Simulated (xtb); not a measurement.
Input for xtb: GFN1-xTB on C2H3FO (a complex).

```
$ xtb mol.xyz --gfn 1 --sp --chrg 0 --uhf 0
7

C      0.09766566     0.39493887     0.63919541
O     -0.44639982    -0.17279041    -0.16476664
C      0.02265582    -0.39961888     4.07894757
F     -0.66994787    -1.13374541     3.12012568
H      0.72957432    -1.06107753     4.58100160
H      0.55202789     0.41177952     3.57947452
H     -0.69431396     0.00061804     4.79663624
```

The head of its log:

```
[...]
           -------------------------------------------------
          |                Calculation Setup                |
           -------------------------------------------------



molecular fragmentation (1/2 indicates fragments):
1122222
# atoms in fragment 1/2:     2     5
 fragment masses (1/2) :       28.01       34.03
CMA distance (Bohr)    :   6.607
constraining FC (au)   :  0.0500

           -------------------------------------------------
          |                 G F N 1 - x T B                 |
           -------------------------------------------------

        Reference                      10.1021/acs.jctc.7b00118
      * Hamiltonian:
        H0-scaling (s, p, d)           1.850000    2.250000    2.000000
        zeta-weighting                 0.000000
      * Dispersion:
        s8                             2.400000
        a1                             0.630000
        a2                             5.000000
        s9                             0.000000
      * Repulsion:
        kExp                           1.500000
        rExp                           1.000000
      * Coulomb:
        alpha                          2.000000
        third order                    atomic
        anisotropic                    false
      * Halogen bond correction:
        rad-scale                      1.300000
        damping                        0.440000


          ...................................................
          :                      SETUP                      :
          :.................................................:
          :  # basis functions                  22          :
          :  # atomic orbitals                  22          :
          :  # shells                           14          :
          :  # electrons                        24          :
          :  # halogen bonds                     0          :
          :  max. iterations                   250          :
          :  Hamiltonian                  GFN1-xTB          :
          :  restarted?                      false          :
          :  GBSA solvation                  false          :
          :  PC potential                    false          :
          :  electronic temp.          300.0000000     K    :
          :  accuracy                    1.0000000          :
          :  -> integral cutoff          0.2500000E+02      :
          :  -> integral neglect         0.1000000E-07      :
          :  -> SCF convergence          0.1000000E-05 Eh   :
          :  -> wf. convergence          0.2000000E-04 e    :
          :  Broyden damping             0.4000000          :
          :  net charge                          0          :
          :  unpaired electrons                  0          :
          ...................................................

 iter      E             dE          RMSdq      gap      omega  full diag
   1    -15.7124807 -0.157125E+02  0.587E+00    5.19       0.0  T
   2    -15.7314143 -0.189335E-01  0.348E+00    5.37       1.0  T
```

Task: What total energy does the run end on?

Result: -15.6038 hartree.
